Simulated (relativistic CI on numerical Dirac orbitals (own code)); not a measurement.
Hyperfine structure of Br¹⁸⁺, mass number 79

Computed by Dirac-Coulomb-Breit CI, separate exchange-only KLI orbitals for each configuration, model QED, unscaled Slater integrals (own radial code, finite nucleus).

CI space (outside the closed core [Ne]): 3s²3p⁵, 3s3p⁶, 3s²3p⁴3d, 3s3p⁵3d, 3p⁶3d, 3s3p⁴3d², 3s²3p⁴4s, 3s²3p³3d4p, 3p⁶4s, 3s²3p⁴4p, 3p⁶4p, 3s3p⁴3d4s, 3s²3p³3d², 3s²3p²3d³, 3s3p³3d³, 3s²3p²3d²4s, 3s²3p²3d²4p. Double excitations out of closed p, d and f shells are left out; levels of such configurations are missing from the list, as are those of other unlisted configurations, and high levels can miss mixing partners.

Nuclear spin I = 3/2, μ = 2.1046 μN, Q = 0.3087 b (tables of Stone and Pyykkö). The electronic factors are computed for point nuclear moments, without core polarisation or the Bohr-Weisskopf and QED corrections.

```csv
Level,E (cm⁻¹),A (GHz),B (GHz)
3s²3p⁵ ²P°3/2,0,19.17,-7.69
3s²3p⁵ ²P°1/2,75742,104,
3s3p⁶ ²S1/2,532275,259.6,
3s²3p⁴3d ⁴D5/2,667574,12.48,-1.48
3s²3p⁴3d ⁴D3/2,670082,16.94,-1.51
3s²3p⁴3d ⁴D7/2,674067,8.658,-2.1
3s²3p⁴3d ⁴D1/2,680053,25.4,
3s²3p⁴3d ⁴F9/2,714094,10.65,5.82
```

Levels with J = 0, under 50 % of one LS term, or S terms without an open s electron are left out. Small factors come from cancelling terms and can be off by tens of per cent or more.

At this charge energies of transitions that change n are usually good to better than 1 %, and those within a shell (Δn = 0) to a few per cent.

Problem. Give the hyperfine levels of 3s²3p⁵ ²P°1/2 relative to its centre of gravity.

Solution. With K = F(F + 1) − I(I + 1) − J(J + 1), E = AK/2: F = 1: -130, F = 2: 78.03 GHz.

LS names give the leading component of a level, which can be under half, so a name can repeat, a term be missing and a line seem to break the LS rules.
